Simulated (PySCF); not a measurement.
Isomers of C6H15OP, mass 134.086 u with the commonest isotopes. Computed with PBE0-D3(BJ)/def2-SVP geometry optimisation, gas phase (PySCF 2.14.0). One conformer each, none proved a minimum here; rigid rotors.

Question: Order these by radius of gyration √(Σ m r²/M), largest first.
A. `[CH3:1][CH2:2][CH2:3][PH:4][CH2:5][CH2:6][O:7][CH3:8]` with C1–C2–C3–P4 64°, C2–C3–P4–C5 168°, C3–P4–C5–C6 60°, P4–C5–C6–O7 39°, C5–C6–O7–C8 68°
B. `[CH3:1][CH2:2][P:3](=[O:4])([CH2:5][CH3:6])[CH2:7][CH3:8]` with C1–C2–P3–O4 -54°, C2–P3–C5–C6 179°, C2–P3–C7–C8 57°
C. `[CH3:1][O:2][CH2:3][P:4]([CH3:5])[CH:6]([CH3:7])[CH3:8]` with C1–O2–C3–P4 -178°, O2–C3–P4–C5 56°, C3–P4–C6–C7 173°

Answer: A (2.301 Å), C (2.138 Å), B (2.036 Å).

Question: Order these by rotational constant A, smallest first.
A. `[CH3:1][CH2:2][C@@H:3]([CH3:4])[P@H:5](=[O:6])[CH2:7][CH3:8]` with C1–C2–C3–C4 -179°, C2–C3–P5–O6 -47°, C3–P5–C7–C8 -177°
B. `[CH3:1][CH2:2][P:3](=[O:4])([CH2:5][CH3:6])[CH2:7][CH3:8]` with C1–C2–P3–O4 -54°, C2–P3–C5–C6 179°, C2–P3–C7–C8 57°
C. `[CH3:1][O:2][CH2:3][P:4]([CH3:5])[CH:6]([CH3:7])[CH3:8]` with C1–O2–C3–P4 -178°, O2–C3–P4–C5 56°, C3–P4–C6–C7 173°

Answer: B (1995 MHz), C (2256 MHz), A (2657 MHz).

Question: Order these by rotational constant C, largest first.
A. `[CH3:1][CH2:2][CH2:3][PH:4][CH2:5][CH2:6][O:7][CH3:8]` with C1–C2–C3–P4 64°, C2–C3–P4–C5 168°, C3–P4–C5–C6 60°, P4–C5–C6–O7 39°, C5–C6–O7–C8 68°
B. `[CH3:1][O:2][CH2:3][P:4]([CH3:5])[CH:6]([CH3:7])[CH3:8]` with C1–O2–C3–P4 -178°, O2–C3–P4–C5 56°, C3–P4–C6–C7 173°
C. `[CH3:1][CH2:2][P:3](=[O:4])([CH2:5][CH3:6])[CH2:7][CH3:8]` with C1–C2–P3–O4 -54°, C2–P3–C5–C6 179°, C2–P3–C7–C8 57°

Answer: C (1051 MHz), B (911.3 MHz), A (786.0 MHz).

| SMILES | point group | Ia (u·Å²) | Ib (u·Å²) | Ic (u·Å²) | κ | μa (D) | μb (D) | μc (D) |
| --- | --- | --- | --- | --- | --- | --- | --- | --- |
| COCP(C)C(C)C | C1 | 224.03 | 446.97 | 554.56 | -0.67 | 1.37 | 0.43 | 0.46 |
| CC[C@@H](C)[P@H](=O)CC | C1 | 190.20 | 476.05 | 562.52 | -0.81 | 0.03 | 2.28 | 2.95 |
| CCCPCCOC | C1 | 187.06 | 589.37 | 642.96 | -0.93 | 0.73 | 1.21 | 0.48 |
| CCP(=O)(CC)CC | near Cs | 253.34 | 377.08 | 480.78 | -0.39 | 0.07 | 2.93 | 2.74 |
